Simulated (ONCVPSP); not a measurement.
# Logarithmic derivatives: vanadium, ONCV

```
Element                 : vanadium
Generator               : ONCVPSP 4.0.1
Type                    : optimised norm-conserving Vanderbilt (ONCV)
Functional              : PBE
Relativity              : scalar-relativistic
Frozen core             : [Ne]
Valence charge          : 13
Reference configuration : 3s2 3p6 3d3 4s2
Partial waves           : 3s+4s: rc 1.35 bohr, ncon 4, nbas 8, qcut 10.1 1/bohr, 2 projectors; 3p: rc 1.35 bohr, ncon 4, nbas 7, qcut 11.6 1/bohr, 2 projectors, debl 1.1 Ha; 3d: rc 1.80 bohr, ncon 4, nbas 9, qcut 6.9 1/bohr, 2 projectors, debl 1.7 Ha
Local potential         : polynomial inside 0.85 bohr (lpopt 5, dvloc0 0 Ha)
Core correction         : none
```

In the p channel the program set the typed energies aside and used -1.618, 0.250 Ha.

The phase is arctan(r·R′/R) of the radial function R(r), unwrapped; energies in Ha, scanned from -4 to 5 Ha. A pole is an energy at which the radial function vanishes at the test radius. The pseudo phase is shifted by a multiple of π to meet the all-electron one at the reference energy, and phase errors are pseudo minus all-electron; the curves can meet again beyond the range given. Levels narrower than the energy grid can be missing from the lists of poles.

```
channel  radius (bohr)  reference energy (Ha)  poles, all-electron  poles, pseudo  unbroken range about the reference energy with phases within 0.05 rad  phase error 1 Ha above the reference energy (rad)
      s           1.37                  -0.17                -1.50          -1.50                                                        the whole range                                             -0.000
      p           1.37                  -1.62                -0.39          -0.39                                                        the whole range                                             -0.000
      d           1.83                  -0.19                 0.27           0.27                                                        the whole range                                             -0.000
```

Phases in the p channel:

| E (Ha) | all-electron | pseudo |
| --- | --- | --- |
| -3.98 | 0.987 | 0.987 |
| -3.50 | 0.818 | 0.818 |
| -3.02 | 0.481 | 0.481 |
| -2.54 | -0.184 | -0.184 |
| -2.06 | -0.873 | -0.873 |
| -1.58 | -1.234 | -1.234 |
| -1.10 | -1.417 | -1.417 |
| -0.62 | -1.529 | -1.529 |
| -0.14 | -1.610 | -1.610 |
| 0.34 | -1.676 | -1.676 |
| 0.82 | -1.738 | -1.738 |
| 1.30 | -1.803 | -1.803 |
| 1.78 | -1.880 | -1.880 |
| 2.26 | -1.980 | -1.980 |
| 2.74 | -2.125 | -2.126 |
| 3.22 | -2.361 | -2.363 |
| 3.70 | -2.766 | -2.770 |
| 4.18 | -3.336 | -3.343 |
| 4.66 | -3.818 | -3.825 |
